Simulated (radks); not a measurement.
Problem. Excited configurations of the neon ion Ne2+: one electron is placed in a higher orbital outside [He] 2s2 2p3. The ground configuration is [He] 2s2 2p4. All-electron calculation, Dirac Kohn-Sham, PBEsol, spin-unpolarised, spherical densities, point nucleus; open shells fill j = l - 1/2 first. Program: a radial shooting solver on a logarithmic mesh with Libxc functionals. Excitation = E - E(ground); binding = E(ion) - E, where the ion is the core of charge +3; n* = 3/sqrt(2 binding) in atomic units, and the quantum defect is n - n*.

| outer orbital | excitation (eV) | binding (eV) | n* | quantum defect | eigenvalue (eV) | <r> (bohr) |
|---|---|---|---|---|---|---|
| 3d3/2 | 53.038 | 14.184 | 2.938 | 0.062 | -11.160 | 3.243 |
| 4f5/2 | 59.594 | 7.628 | 4.007 | -0.007 | -6.154 | 5.998 |
| 5s1/2 | 60.189 | 7.033 | 4.173 | 0.827 | -6.071 | 8.856 |
| 5p1/2 | 60.911 | 6.311 | 4.405 | 0.595 | -5.421 | 9.573 |
| 5d3/2 | 61.826 | 5.396 | 4.764 | 0.236 | -4.587 | 10.57 |
| 5f5/2 | 62.190 | 5.031 | 4.933 | 0.067 | -4.222 | 10.33 |
| 6s1/2 | 62.572 | 4.650 | 5.131 | 0.869 | -4.045 | 13.45 |
| 7d3/2 | 64.456 | 2.765 | 6.654 | 0.346 | -2.405 | 21.77 |
| 7f5/2 | 64.584 | 2.638 | 6.813 | 0.187 | -2.279 | 21.85 |

Estimate the row for 7p1/2.

Solution. excitation (eV) 64.152; binding (eV) 3.070; n* 6.315; quantum defect 0.685; eigenvalue (eV) -2.681; <r> (bohr) 20.16. The Delta-SCF ionisation energy is 67.222 eV (NIST Atomic Spectra Database: 63.423 eV, measured). Self-interaction in the functional shifts the binding energies and quantum defects, so they are the method's values and not measured ones. Spin polarisation and multiplet splitting are left out, so open shells lie too high by an amount that depends on their filling.

Beside tabulated values, note that spin-unpolarised runs miss the spin-polarisation part of the exchange energy of open shells.
